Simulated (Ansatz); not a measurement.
Ansatz (a quantum-chemistry and plane-wave program) input (RI-MP2/def2-TZVPPD):
A basis named .json is the Basis Set Exchange file of that set.

Ansatz 0.2 input:
```yaml
crystal:
  periodic: [false, false, false]
  atoms:
    - {symbol: C, position_ang: [-4.62123417, -0.52569034, 0.70684179]}
    - {symbol: C, position_ang: [-3.37834265, -1.21030499, 0.14634965]}
    - {symbol: C, position_ang: [-2.12318040, -0.34684521, 0.27752422]}
    - {symbol: C, position_ang: [-0.88452086, -1.03973051, -0.28581337]}
    - {symbol: Ge, position_ang: [0.72904594, 0.04224239, -0.12975733]}
    - {symbol: Cl, position_ang: [1.15581174, 0.51554370, 1.93221118]}
    - {symbol: Cl, position_ang: [2.45328453, -0.97095192, -0.93576485]}
    - {symbol: Cl, position_ang: [0.52003020, 1.91328867, -1.18491400]}
    - {symbol: H, position_ang: [-4.49854748, -0.29609881, 1.76770796]}
    - {symbol: H, position_ang: [-4.82121405, 0.41327312, 0.18573046]}
    - {symbol: H, position_ang: [-5.50327636, -1.15934471, 0.60261079]}
    - {symbol: H, position_ang: [-3.53568056, -1.45680456, -0.90829368]}
    - {symbol: H, position_ang: [-3.21522551, -2.16131454, 0.66284113]}
    - {symbol: H, position_ang: [-1.96146418, -0.10135414, 1.33079979]}
    - {symbol: H, position_ang: [-2.28191184, 0.60313958, -0.24029877]}
    - {symbol: H, position_ang: [-0.67041195, -1.97573810, 0.23417164]}
    - {symbol: H, position_ang: [-0.99321970, -1.26605580, -1.34849802]}
basis:
  gaussian:
    orbitals: def2-TZVPPD.json
    fitting: {mean_field: def2-universal-jkfit, correlation: def2-TZVPPD-RIFIT.json}
total_charge: 1
magnetization: {spin_polarized: true, initial_magnetization: 1}
correlation: {method: mp2, electrons: outside_noble_gas}
```

End of the output:

```
integrals: 2.04 GiB planned
1112 factors; integrals over basis functions are off by at most 1.4e0 eV
2.26 GiB of device memory are held for the factors and their scratch space
mean field: 4.12 GiB planned
mean field evaluation 1: about -98239.1600 eV, gradient 3.3e1 eV
mean field evaluation 2: about -98243.3374 eV, gradient 2.0e1 eV
mean field evaluation 4: about -98245.4002 eV, gradient 1.8e0 eV
mean field evaluation 8: about -98245.5077 eV, gradient 1.9e-1 eV
mean field evaluation 16: about -98244.7905 eV, gradient 1.3e-3 eV
mean field evaluation 32: about -98245.2249 eV, gradient 2.1e-3 eV
mean field evaluation 64: about -98245.2230 eV, gradient 3.1e-1 eV
mean field evaluation 96: about -98245.2176 eV, gradient 1.2e-1 eV
mean field -98245.50947045 eV, -3610.4558798411 hartree, gradient 4.1e-6 eV, S^2 0.772895; 11 other end points of the search recorded, 0 dependent functions left out
33 core orbitals not correlated
1311 factors; their error is unknown
reference -98245.50947045 eV, -3610.4558798411 hartree; 25, 24 occupied and 450, 451 virtual orbitals, 1311 factors
second order -37.13174662 eV of doubles, -0.00000000 eV of singles
Total energy: -98282.64121708 eV, -3611.8204463607 hartree
```

This state (charge 1, doublet) is run at the relaxed geometry of the species with charge 0 and multiplicity 1.
